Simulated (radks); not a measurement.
Values are calculated unless marked as measured or tabulated.
All-electron atom: the europium ion Eu3+ in [Xe] 4f5.5 6p0.5 (fractional occupations, a model configuration). Level of theory: non-relativistic Kohn-Sham, TASK exchange with Perdew-Wang LDA correlation, spin-polarised, spherical densities, point nucleus; open shells are filled with parallel spins first (spin-orbit coupling, left out, can overturn this in heavy ions); meta-GGA in the generalised Kohn-Sham scheme; relativity is left out, which matters for an element this heavy (a radial shooting solver on a logarithmic mesh with Libxc functionals).

Unscreened Slater integrals over Kohn-Sham orbitals (hartree). They are taken over the spin-up orbitals.

integral,value
"F0(6p,6p)",0.22361
"F2(6p,6p)",0.13001
"F0(6p,4f)",0.28531
"F2(6p,4f)",0.032469
"G2(6p,4f)",0.0075620
"G4(6p,4f)",0.0069769
"F0(6p,5p)",0.27412
"F2(6p,5p)",0.064488
"G0(6p,5p)",0.010499
"G2(6p,5p)",0.014125
"F0(6p,5s)",0.27607
"G1(6p,5s)",0.015444
"F0(4f,4f)",1.1501
"F2(4f,4f)",0.55316
"F4(4f,4f)",0.34837
"F6(4f,4f)",0.25101
"F0(4f,5p)",0.71029
"F2(4f,5p)",0.24011
"G2(4f,5p)",0.11176
"G4(4f,5p)",0.089759
"F0(4f,5s)",0.76046
"G3(4f,5s)",0.12041
"F0(5p,5p)",0.58853
"F2(5p,5p)",0.31943
"F0(5p,5s)",0.61270
"G1(5p,5s)",0.42318
"F0(5s,5s)",0.64102

Derived for the open shells (J is the average intra-shell exchange parameter used in DFT+U). 4f: F4/F2 = 0.630, F6/F2 = 0.454, J = (286 F2 + 195 F4 + 250 F6)/6435 = 0.04489 hartree. 6p: J = F2/5 = 0.02600 hartree.
